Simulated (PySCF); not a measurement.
C5H7 (SMILES [CH]1CC12CC2), doublet, geometry from GFN2-xTB. Base run: PBE/STO-3G run with PySCF.

The PySCF input:
```python
from pyscf import gto, scf, dft

mol = gto.Mole()
mol.atom = '''
    C    -0.00592064    0.06255727    0.04919876
    C     0.05276925    0.74146840    1.29776337
    C    -0.04143606   -0.73565075    1.32173897
    C     0.71684363    0.01914460   -1.25871358
    C    -0.78709602    0.06699964   -1.21998696
    H     0.71989492    1.44391333    1.74538562
    H    -0.98300469   -1.19090749    1.60534724
    H     0.81949464   -1.32985821    1.61492175
    H     1.19255360   -0.91053662   -1.53692256
    H     1.25302117    0.90112219   -1.57731201
    H    -1.33584518   -0.82610055   -1.48128458
    H    -1.27707539    0.98525249   -1.51013864
'''
mol.basis = 'sto-3g'
mol.spin = 1
mol.verbose = 3
mol.build()

mf = dft.UKS(mol)
mf.xc = 'pbe'
mf.kernel()
mo_i, mo_e, stable_i, stable_e = mf.stability(internal=True, external=False, return_status=True, nroots=6, tol=1e-6)
print('internally stable:', stable_i, ' externally stable:', stable_e)
if not stable_i:
    umf = mf.copy()
    umf.scf_summary = {}
    umf.kernel(umf.make_rdm1(mo_i, mf.mo_occ))
```

The bond that is stretched is that between atoms 9 and 4. A test that says stable can miss a lower solution.

The base run was repeated with changes; each row names its change, and settings that it needs were set with it.

```csv
change,ΔE vs base (mEh),<S^2>,stability test says
base,0.000,0.753,internally stable (external not tested)
bond × 1.25,29.266,0.753,internally stable (external not tested)
bond × 1.5,87.320,0.753,internally stable (external not tested)
bond × 1.8,153.5,0.769,internally stable (external not tested)
bond × 2.2,201.2,1.298,internally stable (external not tested)
bond × 3.0,225.6,0.750,internal instability
```

On stretching, the SCF can end on different states; <S^2> shows the spin contamination of each.
